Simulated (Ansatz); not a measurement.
Basis-set series for `C[CH](F)[InH][F]`. Charge 0, multiplicity 1. In takes the def2 core potential. The geometry is a stationary point of PBE0-D4/def2-TZVP. It is one conformer, not always the lowest.

```json
{"functional": "PBE0-D4", "basis": "def2-TZVPP", "functions": "244", "energy (Eh)": "-468.88426", "HOMO (eV)": "-7.63", "LUMO (eV)": "-1.66"}
{"functional": "PBE0-D4", "basis": "def2-QZVPP", "functions": "460", "energy (Eh)": "-468.90182", "HOMO (eV)": "-7.67", "LUMO (eV)": "-1.69"}
{"functional": "ωB97M-V", "basis": "def2-TZVPP", "functions": "244", "energy (Eh)": "-469.02137", "HOMO (eV)": "-9.80", "LUMO (eV)": "-0.22"}
{"functional": "ωB97M-V", "basis": "def2-QZVPP", "functions": "460", "energy (Eh)": "-469.03847", "HOMO (eV)": "-9.84", "LUMO (eV)": "-0.29"}
```

(1) Give the rows for def2-SVP. (Best estimate.)

Results:

(1) Computed: 
```csv
functional,basis,functions,energy (Eh),HOMO (eV),LUMO (eV)
PBE0-D4,def2-SVP,107,-468.53443,-7.51,-1.55
ωB97M-V,def2-SVP,107,-468.66039,-9.66,0.02
```
